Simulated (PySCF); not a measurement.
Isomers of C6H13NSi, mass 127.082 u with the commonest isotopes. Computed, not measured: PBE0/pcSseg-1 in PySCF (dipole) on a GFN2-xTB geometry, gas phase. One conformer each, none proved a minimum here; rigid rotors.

**Question.** Order these by rotational constant B, smallest first.
A. `[CH2:1]=[C:2]1[CH2:3][Si@@H:4]([CH3:5])[NH:6][C@H:7]1[CH3:8]` with C1–C2–C3–Si4 -145°, C2–C3–Si4–C5 -142°, C3–Si4–N6–C7 14°, Si4–N6–C7–C8 -119°
B. `[CH2:1]=[C:2]1[CH2:3][Si@@H:4]([CH3:5])[NH:6][C@@H:7]1[CH3:8]` with C1–C2–C3–Si4 156°, C2–C3–Si4–C5 -111°, C3–Si4–N6–C7 16°, Si4–N6–C7–C8 90°
C. `[CH:1]#[C:2][Si:3]([CH3:4])([CH3:5])[NH:6][CH2:7][CH3:8]` with C2–Si3–N6–C7 -67°, Si3–N6–C7–C8 -151°
D. `[CH2:1]=[CH:2]/[C:3]([CH3:4])=[N:5]/[C@H:6]([CH3:7])[SiH3:8]` with C1–C2–C3–C4 -2°, C3–N5–C6–C7 -150°

**Answer.** D (879.4 MHz), C (1018 MHz), A (1283 MHz), B (1317 MHz).

**Question.** Order these by dipole moment, smallest first.
A. `[CH2:1]=[CH:2]/[C:3]([CH3:4])=[N:5]/[C@H:6]([CH3:7])[SiH3:8]` with C1–C2–C3–C4 -2°, C3–N5–C6–C7 -150°
B. `[CH2:1]=[C:2]1[CH2:3][Si@@H:4]([CH3:5])[NH:6][C@H:7]1[CH3:8]` with C1–C2–C3–Si4 -145°, C2–C3–Si4–C5 -142°, C3–Si4–N6–C7 14°, Si4–N6–C7–C8 -119°
C. `[CH:1]#[C:2][Si:3]([CH3:4])([CH3:5])[NH:6][CH2:7][CH3:8]` with C2–Si3–N6–C7 -67°, Si3–N6–C7–C8 -151°

**Answer.** C (0.69 D), B (0.93 D), A (1.58 D).

**Question.** Order these by out-of-plane moment Σ m c² = (Ia + Ib − Ic)/2, largest first.
A. `[CH:1]#[C:2][Si:3]([CH3:4])([CH3:5])[NH:6][CH2:7][CH3:8]` with C2–Si3–N6–C7 -67°, Si3–N6–C7–C8 -151°
B. `[CH2:1]=[CH:2]/[C:3]([CH3:4])=[N:5]/[C@H:6]([CH3:7])[SiH3:8]` with C1–C2–C3–C4 -2°, C3–N5–C6–C7 -150°
C. `[CH2:1]=[C:2]1[CH2:3][Si@@H:4]([CH3:5])[NH:6][C@@H:7]1[CH3:8]` with C1–C2–C3–Si4 156°, C2–C3–Si4–C5 -111°, C3–Si4–N6–C7 16°, Si4–N6–C7–C8 90°
D. `[CH2:1]=[C:2]1[CH2:3][Si@@H:4]([CH3:5])[NH:6][C@H:7]1[CH3:8]` with C1–C2–C3–Si4 -145°, C2–C3–Si4–C5 -142°, C3–Si4–N6–C7 14°, Si4–N6–C7–C8 -119°
E. `[SiH3:1][NH:2][C@@H:3]1[CH2:4][C@@H:5]2[CH2:6][C@@H:7]2[CH2:8]1` with Si1–N2–C3–C4 -88°, N2–C3–C4–C5 -150°, C3–C4–C5–C6 81°, C4–C5–C6–C7 -97°, C5–C6–C7–C8 97°

**Answer.** A (88.00 u·Å²), B (60.03 u·Å²), C (47.07 u·Å²), D (42.10 u·Å²), E (29.65 u·Å²).

```csv
SMILES,point group,Ia (u·Å²),Ib (u·Å²),Ic (u·Å²),κ,μa (D),μb (D),μc (D)
C=C1C[Si@@H](C)N[C@H]1C,C1,180.03,393.76,489.59,-0.72,0.39,0.82,0.20
C#C[Si](C)(C)NCC,C1,244.25,496.23,564.47,-0.79,0.59,0.21,0.30
C=C/C(C)=N/[C@H](C)[SiH3],C1,171.01,574.71,625.65,-0.93,0.38,0.82,1.30
[SiH3]N[C@@H]1C[C@@H]2C[C@@H]2C1,C1,102.81,582.84,626.36,-0.97,0.88,0.20,0.17
C=C1C[Si@@H](C)N[C@@H]1C,C1,186.02,383.79,475.67,-0.69,0.11,0.60,0.05
```
